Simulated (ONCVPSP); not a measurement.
**fluorine (F): excitation energies, all-electron against ONCV**

- Element: fluorine (F)
- Generator: ONCVPSP 4.0.1
- Type: optimised norm-conserving Vanderbilt (ONCV)
- Functional: PBE
- Relativity: scalar-relativistic
- Frozen core: [He]
- Valence charge: 7
- Reference configuration: 2s2 2p4 (charge +1)
- Partial waves: 2s: rc 0.85 bohr, ncon 4, nbas 8, qcut 8.2 1/bohr, 2 projectors, debl 3.3 Ha; 2p: rc 1.05 bohr, ncon 3, nbas 8, qcut 12.8 1/bohr, 1 projector; d scattering state at 0.23 Ha: rc 1.10 bohr, ncon 4, nbas 8, qcut 8.8 1/bohr, 2 projectors, debl 3.1 Ha
- Local potential: polynomial inside 0.55 bohr (lpopt 4, dvloc0 4 Ha)
- Core correction: none

Energies are relative to the spin-unpolarised reference configuration 2s2 2p4; without spin polarisation the order of configurations can differ from experiment.

```json
{"valence configuration": "2s2 2p3", "charge": "+2", "ΔE all-electron (eV)": "38.385", "error AE − PS (meV)": "+23"}
{"valence configuration": "2s2 2p2", "charge": "+3", "ΔE all-electron (eV)": "99.022", "error AE − PS (meV)": "+182"}
{"valence configuration": "2s2 2p4.5", "charge": "+0.5", "ΔE all-electron (eV)": "-11.847", "error AE − PS (meV)": "+2.9"}
```

(1) What are ΔE and the potential's error for 2s2 2p5?

Levels in the configuration 2s2 2p5:

```json
{"level": "2s", "all-electron (eV)": "-29.900", "pseudo (eV)": "-29.869"}
{"level": "2p", "all-electron (eV)": "-11.112", "pseudo (eV)": "-11.116"}
```

## Answers

(1) ΔE = -19.390 eV all-electron; the error (AE − PS) is +6.3 meV.
